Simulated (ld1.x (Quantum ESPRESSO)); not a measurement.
## Which change was made? (Ge, TM)

ld1.x (Quantum ESPRESSO) 7.5 input, shortened:

```
&input
   title='Ge', zed=32., rel=1, dft='BP', iswitch=3,
   config='[Ar] 3d10 4s2 4p1.75'
 /
 &inputp
   pseudotype=2, tm=.true., lloc=-1, rcloc=1.05,
   nlcc=.true., new_core_ps=.true., rcore=1.00
 /
3
4S  1  0   2.00   0.00  1.65  1.65  0.0
4P  2  1   1.75   0.00  2.00  2.00  0.0
3D  3  2  10.00   0.00  1.25  1.25  0.0
 &test
   configts(1)='3d10 4s2 4p1.75'
 /
```

Cutoffs, loose and tight: the cutoffs (Ry, on a coarse ladder) from which the occupation-weighted sum of valence levels, in a spherical-Bessel basis at the reference potential, stays within 10 and 1 mRy of its value at 400 Ry. They do not see the model core or the augmentation charge, which bear on the density cutoff. Test errors are all-electron minus pseudo excitation energies from the reference, over the configurations 3d10 4s2 4p2; 3d10 4s2 4p1; 3d10 4s2 4p0; 3d10 4s1 4p2; 3d10 4s1 4p3; 3d10 4s2 4p1.5; 3d10 4s2 4p2.3; variants that change the core or the reference have their own tests.

The base gives: outcome: generated; cutoff, loose: 180 Ry; cutoff, tight: over 300 Ry; bound ghosts: s; largest test error (meV): -5.7.

Problem. After one change the result is: outcome: generated; cutoff, loose: 180 Ry; cutoff, tight: over 300 Ry; bound ghosts: s; largest test error (meV): -263. Which change was it?
A. core [Ar] 3d10, valence charge 4; reference 4s2 4p2; waves now 4s (bound): rc 1.50 bohr; 4p (bound): rc 2.30 bohr; local potential all-electron potential smoothed inside 1.50 bohr (lloc = -1); core correction none
B. reference 3d10 4s2 4p2
C. local potential the s channel

Solution. B. The others give: local potential the s channel → outcome: generated; cutoff, loose: 180 Ry; cutoff, tight: over 300 Ry; bound ghosts: none; largest test error (meV): -3.7 | core [Ar] 3d10, valence charge 4; reference 4s2 4p2; waves now 4s (bound): rc 1.50 bohr; 4p (bound): rc 2.30 bohr; local potential all-electron potential smoothed inside 1.50 bohr (lloc = -1); core correction none → outcome: generated; cutoff, loose: 18 Ry; cutoff, tight: 45 Ry; bound ghosts: none; largest test error (meV): +115.
